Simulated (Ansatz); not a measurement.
Consider the ligand exchange at the Al–N bond: `C[NH][AlH][SH]` + H₂S → `[SH][AlH][SH]` + CH₃NH₂.

Gas-phase electronic energies from Ansatz, PBE0-D4/def2-TZVP geometries. CCSD(T)/CBS is the MP2 limit (def2-TZVPP, def2-QZVPP) plus CCSD(T) − MP2 in def2-TZVPP, frozen cores. This one scheme is used for every species. Functionals use def2-TZVPP. B3LYP here is the variant with VWN-RPA as its local correlation; programs differ in this. HSE06 is defined as in plane-wave codes. One conformer a species, not always the lowest.

```json
{"level": "LDA (SPW92)", "ΔE (kcal/mol)": "-5.1", "difference from CCSD(T)/CBS": "0.7"}
{"level": "B97M-V", "ΔE (kcal/mol)": "-6.1", "difference from CCSD(T)/CBS": "-0.3"}
{"level": "B3LYP-D4", "ΔE (kcal/mol)": "-4.9", "difference from CCSD(T)/CBS": "0.9"}
{"level": "r2SCANh-D4", "ΔE (kcal/mol)": "-6.5", "difference from CCSD(T)/CBS": "-0.7"}
{"level": "HSE06-D4", "ΔE (kcal/mol)": "-7.2", "difference from CCSD(T)/CBS": "-1.4"}
{"level": "BHLYP-D4", "ΔE (kcal/mol)": "-5.4", "difference from CCSD(T)/CBS": "0.4"}
{"level": "ωB97X-V", "ΔE (kcal/mol)": "-5.7", "difference from CCSD(T)/CBS": "0.1"}
{"level": "PBE-QIDH", "ΔE (kcal/mol)": "-6.9", "difference from CCSD(T)/CBS": "-1.1"}
{"level": "PBE", "ΔE (kcal/mol)": "-7.2", "difference from CCSD(T)/CBS": "-1.4"}
{"level": "r2SCANh", "ΔE (kcal/mol)": "-6.7", "difference from CCSD(T)/CBS": "-0.9"}
{"level": "HSE06", "ΔE (kcal/mol)": "-7.6", "difference from CCSD(T)/CBS": "-1.8"}
{"level": "CAM-B3LYP", "ΔE (kcal/mol)": "-4.7", "difference from CCSD(T)/CBS": "1.1"}
{"level": "CCSD/def2-SVP", "ΔE (kcal/mol)": "-4.2", "difference from CCSD(T)/CBS": "1.6"}
{"level": "CCSD(T)/def2-SVP", "ΔE (kcal/mol)": "-4.1", "difference from CCSD(T)/CBS": "1.7"}
{"level": "MP2/def2-TZVPP", "ΔE (kcal/mol)": "-5.4", "difference from CCSD(T)/CBS": "0.4"}
{"level": "HF/def2-QZVPP", "ΔE (kcal/mol)": "-6.2", "difference from CCSD(T)/CBS": "-0.4"}
{"level": "CCSD(T)/CBS", "ΔE (kcal/mol)": "-5.8", "difference from CCSD(T)/CBS": "0"}
```

Largest T1 diagnostic among the species: 0.011.

Leaving LDA and LC-ωPBE aside and taking each functional with its dispersion term where it has one, the values, not all of them listed here, spread over 3.0 kcal/mol, from HSE06-D4 to CAM-B3LYP-D4. LDA lies +2.1 kcal/mol from PBE without D4. At CCSD(T), def2-SVP lies +1.7 kcal/mol from the extrapolated value and def2-TZVPP +0.6 kcal/mol.
